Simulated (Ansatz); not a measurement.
Reaction (formal exchange of groups at a Ge–Cl bond): `[CH3][GeH2][Cl]` + `C=N` → `[CH3][GeH2][CH]=N` + HCl

Calculated with Ansatz (gas phase, PBE0-D4/def2-TZVP geometries, no zero-point term in ΔE). CBS: MP2 limit from def2 TZ/QZ plus the TZ coupled-cluster correction, frozen cores. This one scheme is used for every species. DFT in def2-TZVPP. For Ge outer-core shells are correlated without core-valence functions, which leaves a few kJ/mol of doubt a bond. Scalar relativity is left out up to krypton. Each species was taken in one conformer, which may not be the lowest.

Is it downhill or uphill in electronic energy at CCSD(T)/CBS, and by how much? (Estimate.)

Ansatz gave: Uphill: ΔE = +0.99 eV.

What do these levels give: PBE-D4, r2SCAN-D4, PBE0-D4, ωB97X-V, PBE, PBE0, HF/def2-TZVPP, MP2/def2-TZVPP, MP2/def2-QZVPP, HF/CBS(def2), MP2/CBS(def2), CCSD/CBS(def2)? (Estimate.)

Computed: PBE-D4 0.95, r2SCAN-D4 1.02, PBE0-D4 1.02, ωB97X-V 1.05, PBE 0.98, PBE0 1.04, HF/def2-TZVPP 1.27, MP2/def2-TZVPP 1.00, MP2/def2-QZVPP 1.02, HF/CBS(def2) 1.28, MP2/CBS(def2) 1.02, CCSD/CBS(def2) 1.02 eV.

Largest T1 diagnostic among the species: 0.012.

The D4 term adds −0.04 eV with B3LYP and −0.02 eV with PBE0; it sums over pairs of atoms, weighted by their polarisabilities, and B3LYP, whose exchange is more repulsive, gets the larger term. From PBE to PBE0 (25 % exact exchange), in def2-TZVPP and without D4, ΔE moves by +0.06 eV. In def2-TZVPP, CCSD(T) changes the Hartree–Fock value by −0.30 eV (the triples alone add −0.03 eV) and MP2 by −0.27 eV.

B3LYP here is the variant with VWN-RPA as its local correlation; programs differ in this.
